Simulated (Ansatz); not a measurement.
Relaxation of AlClFH₄P (8 atoms, charge 0, multiplicity 1), to a largest force component of 0.03 eV/Å in at most 50 steps.

Level of theory: Ansatz 0.2.0, RKS PBE0-D4/6-31G*.

```xyz
8
Properties=species:S:1:pos:R:3
Al -0.002 0.198 0.004
H -0.095 0.323 1.558
F 1.469 0.156 -0.747
Cl -1.724 0.129 -1.182
P -0.311 -2.960 1.424
H -0.957 -2.874 0.155
H 0.997 -3.003 0.858
H -0.281 -1.544 1.612
```

Task: Where does it end, and by what steps?

Result: It converged. The force dipped under the threshold on the way, but the program's further checks kept it going. After 11 steps the energy has fallen by 0.173 eV; F3 moved furthest, 0.54 Å.

```json
{"step": "0", "energy less start (eV)": "0.0000", "largest force component (eV/Å)": "0.502", "accepted": "yes"}
{"step": "1", "energy less start (eV)": "-0.0865", "largest force component (eV/Å)": "0.177", "accepted": "yes"}
{"step": "2", "energy less start (eV)": "-0.1108", "largest force component (eV/Å)": "0.468", "accepted": "yes"}
{"step": "3", "energy less start (eV)": "-0.1221", "largest force component (eV/Å)": "0.455", "accepted": "yes"}
{"step": "4", "energy less start (eV)": "-0.1356", "largest force component (eV/Å)": "0.284", "accepted": "yes"}
{"step": "5", "energy less start (eV)": "-0.1624", "largest force component (eV/Å)": "0.254", "accepted": "yes"}
{"step": "6", "energy less start (eV)": "-0.1678", "largest force component (eV/Å)": "0.282", "accepted": "yes"}
{"step": "7", "energy less start (eV)": "-0.1717", "largest force component (eV/Å)": "0.134", "accepted": "yes"}
{"step": "8", "energy less start (eV)": "-0.1729", "largest force component (eV/Å)": "0.034", "accepted": "yes"}
{"step": "9", "energy less start (eV)": "-0.1730", "largest force component (eV/Å)": "0.025", "accepted": "yes"}
{"step": "10", "energy less start (eV)": "-0.1730", "largest force component (eV/Å)": "0.038", "accepted": "no"}
{"step": "11", "energy less start (eV)": "-0.1733", "largest force component (eV/Å)": "0.008", "accepted": "yes"}
```

```xyz
8
Properties=species:S:1:pos:R:3
Al 0.000 0.088 0.145
H -0.017 0.837 1.529
F 1.438 -0.347 -0.543
Cl -1.724 -0.015 -1.050
P -0.204 -2.983 1.247
H -0.945 -2.867 0.041
H 1.033 -2.644 0.640
H -0.485 -1.643 1.673
```

Whether the end is a true minimum wasn't checked by a vibrational analysis.

Run time: 42 s on 1 thread of Arm Neoverse V2 (shared host), peak memory 0.16 GiB.
